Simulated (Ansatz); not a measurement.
Total energies of `CC[SiH](O)F`.

Z-matrix (Å, degrees):
```
C
C 1 1.528
H 1 1.093 2 111.4
H 1 1.092 2 111.5 3 -120.0
H 1 1.093 2 111.5 3 119.7
Si 2 1.857 1 113.5 3 -59.1
H 2 1.097 1 110.7 3 178.7
H 2 1.096 1 110.6 3 62.1
F 6 1.602 2 107.4 1 178.5
O 6 1.636 2 113.2 1 -60.3
H 6 1.479 2 113.4 1 59.3
H 10 0.958 6 118.9 2 -54.3
```

Total charge 0; spin multiplicity 1. Geometry: relaxed with PBE0-D4/def2-TZVP. It is one conformer, not always the lowest. Basis def2-TZVPP, Ansatz.

RPA on PBE orbitals: Hartree–Fock energy of these orbitals -543.24721 Eh, correlation -1.55365 Eh (frozen core).

```json
{"functional": "LDA (SPW92)", "energy without D4 (Eh)": "-542.13429", "D4 term (kJ/mol)": "–"}
{"functional": "PBE", "energy without D4 (Eh)": "-544.79070", "D4 term (kJ/mol)": "-21.8"}
{"functional": "revPBE", "energy without D4 (Eh)": "-545.08181", "D4 term (kJ/mol)": "-69.3"}
{"functional": "BLYP", "energy without D4 (Eh)": "-545.16064", "D4 term (kJ/mol)": "-48.2"}
{"functional": "r2SCAN", "energy without D4 (Eh)": "-545.08309", "D4 term (kJ/mol)": "-5.5"}
{"functional": "B97M-V", "energy without D4 (Eh)": "-545.10590", "D4 term (kJ/mol)": "–"}
{"functional": "PBE0", "energy without D4 (Eh)": "-544.83794", "D4 term (kJ/mol)": "-18.3"}
{"functional": "B3LYP", "energy without D4 (Eh)": "-545.26515", "D4 term (kJ/mol)": "-34.9"}
{"functional": "r2SCANh", "energy without D4 (Eh)": "-545.06960", "D4 term (kJ/mol)": "-5.7"}
{"functional": "r2SCAN0", "energy without D4 (Eh)": "-545.05048", "D4 term (kJ/mol)": "-6.3"}
{"functional": "HSE06 (plane-wave form)", "energy without D4 (Eh)": "-544.81877", "D4 term (kJ/mol)": "-17.0"}
{"functional": "BHLYP", "energy without D4 (Eh)": "-545.11680", "D4 term (kJ/mol)": "-25.5"}
{"functional": "CAM-B3LYP", "energy without D4 (Eh)": "-545.15443", "D4 term (kJ/mol)": "-18.4"}
{"functional": "LC-ωPBE", "energy without D4 (Eh)": "-545.00434", "D4 term (kJ/mol)": "–"}
{"functional": "ωB97X-V", "energy without D4 (Eh)": "-545.11012", "D4 term (kJ/mol)": "–"}
{"functional": "ωB97M-V", "energy without D4 (Eh)": "-545.12155", "D4 term (kJ/mol)": "–"}
{"functional": "B2PLYP", "energy without D4 (Eh)": "-544.94118", "D4 term (kJ/mol)": "–"}
{"functional": "PBE-QIDH", "energy without D4 (Eh)": "-544.72761", "D4 term (kJ/mol)": "–"}
```

B3LYP takes the VWN-RPA correlation (the form of Gaussian; ORCA's B3LYP/G). HSE06 is the plane-wave form, built on full-range PBE exchange. The double hybrids freeze the cores in their second-order part.

LC-ωPBE has ω = 0.4 bohr⁻¹.
